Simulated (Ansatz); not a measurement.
Consider the substitution at a C–S bond: `C[S][GeH2][OH]` + `CC=N` → `C/C=N/C` + `[OH][GeH2][SH]`.

Calculated with Ansatz (gas phase, PBE0-D4/def2-TZVP geometries, no zero-point term in ΔE). CCSD(T)/CBS is the MP2 limit (def2-TZVPP, def2-QZVPP) plus CCSD(T) − MP2 in def2-TZVPP, frozen cores. Functionals use def2-TZVPP. For Ge outer-core shells are correlated without core-valence functions, which leaves a few kJ/mol of doubt a bond. Scalar relativity is left out up to krypton. One conformer a species, not always the lowest.

```csv
level,ΔE (kJ/mol)
PBE-D4,-5.4
CCSD(T)/def2-TZVPP,-6.2
```

Problem. What does CCSD(T)/CBS give? (An estimate is asked.)

Solution. The calculation gave: -2.4 kJ/mol. The listed levels differ from it by -3.0, -3.8 kJ/mol.

Largest T1 diagnostic among the species: 0.012.

In def2-TZVPP, CCSD(T) changes the Hartree–Fock value by +4.1 kJ/mol (the triples alone add +0.9 kJ/mol) and MP2 by +4.9 kJ/mol.
